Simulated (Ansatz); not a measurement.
The first iterations of a band of H6O2Si2 (10 atoms, charge 0, multiplicity 1).

Computed with UKS PBE/cc-pVDZ (Ansatz).

```yaml
movable_images: 5
climbing_image: yes
spring: 5.0 eV/Å²
optimiser: quadratic models (default)
start_path: through a guess of the saddle point
force_threshold: 0.2 eV/Å
iteration_limit: 60
end_points: relaxed
```

Image 0:

```xyz
10
Properties=species:S:1:pos:R:3
O -1.349 0.398 -1.478
Si 0.060 0.604 -0.540
O 1.458 -0.028 -1.285
Si -0.048 -0.559 1.508
H -1.599 -0.541 -1.580
H 0.125 2.105 -0.408
H 1.701 0.445 -2.105
H -0.267 -2.032 1.251
H -1.213 -0.050 2.325
H 1.216 -0.392 2.316
```

Image 6:

```xyz
10
Properties=species:S:1:pos:R:3
O -1.255 0.694 -1.037
Si 0.699 1.070 -0.097
O 1.235 -0.171 -1.257
Si 0.052 -0.561 1.589
H -0.777 0.022 -1.593
H -1.418 1.442 -1.651
H 1.789 0.254 -1.942
H -0.557 -1.827 1.014
H -0.947 0.006 2.579
H 1.263 -0.981 2.399
```

| iteration | highest image above the first end (eV) | largest band force component (eV/Å) |
| --- | --- | --- |
| 1 | 4.360 | 9.433 |
| 2 | 3.299 | 5.434 |
| 3 | 2.803 | 1.951 |
| 4 | 2.594 | 0.934 |

Does the band converge within its limit, and where does its top end?

The forces met the threshold. It ended after 13 iterations with the highest image 2.749 eV above the first end. The threshold of 0.2 eV/Å is loose, so the images may lie well off the minimum-energy path. Neighbouring images differ by up to 1.9 eV, so the band resolves the path poorly. The order of the stationary point at the top wasn't checked. The orbitals stay closed-shell, which can raise the energy where a bond breaks towards radicals; this wasn't checked here.

The run took 97 s on 2 threads of Intel(R) Xeon(R) 6975P-C (Granite Rapids), on a shared host, peak memory 0.19 GiB.
